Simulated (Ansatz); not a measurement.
Geometry optimisation, RKS PBE0/6-31G* in Ansatz.

input.yaml

```yaml
crystal:
  periodic: [false, false, false]
  atoms:
    - { symbol: B, position_ang: [0.0, 0.0, 0.0] }
    - { symbol: F, position_ang: [0.0, 0.0, 1.67] }
    - { symbol: "N", position_ang: [1.3423, 0.0, -0.775] }
    - { symbol: H, position_ang: [1.8089, -0.9179, -1.0268] }
    - { symbol: H, position_ang: [1.7937, 0.9179, -1.0532] }
    - { symbol: "N", position_ang: [-1.3423, 0.0, -0.775] }
    - { symbol: H, position_ang: [-2.0112, -0.8164, -0.6764] }
    - { symbol: H, position_ang: [-1.5914, 0.8164, -1.4036] }
    - { symbol: H, position_ang: [-0.1864, 1.4017, 0.4698] }
    - { symbol: H, position_ang: [-0.1469, 1.1046, 1.3144] }
basis:
  gaussian: { orbitals: "6-31G*" }
hamiltonian:
  xc: pbe0
relax:
  f_tol: 0.15
  max_steps: 25
  restrain:
    - { distance: [0, 8], at: 1.19, k: 30.0 }
    - { distance: [9, 1], at: 0.92, k: 30.0 }
    - { distance: [0, 1], at: 2.52, k: 30.0 }
    - { distance: [9, 8], at: 1.86, k: 30.0 }
```

Command:

```bash
$ ansatz run input.yaml --threads 1 --pin off --max-ram 2048MiB --backend cpu --events-out ev --progress --plain --runs-dir out
```

Question: Where does it end, and by what steps?

Answer: The forces met the threshold. The restraints hold the end off the free minimum; the threshold counts their pulls, which the force column leaves out. Restrained pairs: B1–H9 (1.49 → 1.20 Å), F2–H10 (1.17 → 0.93 Å), B1–F2 (1.67 → 2.54 Å), H9–H10 (0.90 → 1.86 Å). After 9 steps the energy has fallen by 3.834 eV (the restraints' own energy left out); H8 moved furthest, 0.97 Å.

```tsv
step	energy less start (eV)	largest force component (eV/Å)	accepted
0	0.0000	3.796	yes
1	-0.8386	3.977	yes
2	-1.9319	2.587	yes
3	-2.5380	1.929	yes
4	-3.0831	0.982	yes
5	-3.4260	1.328	yes
6	-3.6363	0.966	yes
7	-3.7811	0.904	yes
8	-3.8208	0.652	yes
9	-3.8343	0.648	yes
```

```xyz
10
Properties=species:S:1:pos:R:3
B -0.006 0.593 -0.520
F 0.032 0.188 1.986
N 1.237 0.011 -0.843
H 1.335 -0.946 -1.147
H 2.105 0.418 -0.533
N -1.258 0.004 -0.799
H -1.377 -0.932 -1.159
H -2.128 0.494 -0.663
H -0.012 1.725 -0.123
H -0.262 0.952 1.546
```

Run time: 15 s on 1 thread of Intel(R) Xeon(R) 6975P-C (Granite Rapids) (shared host), peak memory 0.16 GiB.
